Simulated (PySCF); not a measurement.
Compound: BBiFH3.
Geometry (PBE0-D3(BJ)/def2-SVP, Å), atoms numbered from 1 in this order:
```
atom  x, y, z in Å
F1    -1.6884    1.0872    0.1467
B2    -1.0381   -0.0298   -0.0966
Bi3    1.1183    0.0485   -1.0389
H4    -1.6175   -1.0720    0.1297
H5     1.5828    1.3519    0.1034
H6     1.6346   -1.2115    0.1291
```

Method used: PySCF, PBE0-D3(BJ)/def2-SVP geometry optimisation, gas phase, def2 core potentials past Kr.

Question: Which atoms are bound to Bi3, and at what distances?

Answer: 3 atoms: H6 1.794 Å, H5 1.794 Å, B2 2.355 Å. The nearest atom not counted as bound is H4, at 3.18 Å.

Question: List the angles at Bi3.

Answer: 
| angle | degrees | distance of the outer atoms (Å) |
| --- | --- | --- |
| H5–Bi3–H6 | 91.2 | 2.56 |
| B2–Bi3–H5 | 90.4 | 2.97 |
| B2–Bi3–H6 | 88.8 | 2.93 |

Question: What is the shape at Bi3?

Answer: Pyramidal: angles 91.2°, 90.4° and 88.8°, sum 270.4°, 1.11 Å off the plane of its three neighbours.

Question: What are the other bond lengths?

Answer: F1–B2 1.315 Å; B2–H4 1.214 Å.

Question: Give some angles away from the centre.

Answer: F1–B2–Bi3 119.9°.

Question: What are the rotational constants (commonest isotopes, rigid rotor)?

Answer: A = 32747, B = 2199, C = 2115 MHz: a near-prolate asymmetric top.

Charge 0, singlet. No PBE0-D3(BJ)/def2-SVP frequencies stand behind this structure, so it isn't proved a minimum.

One conformer stands for the species.
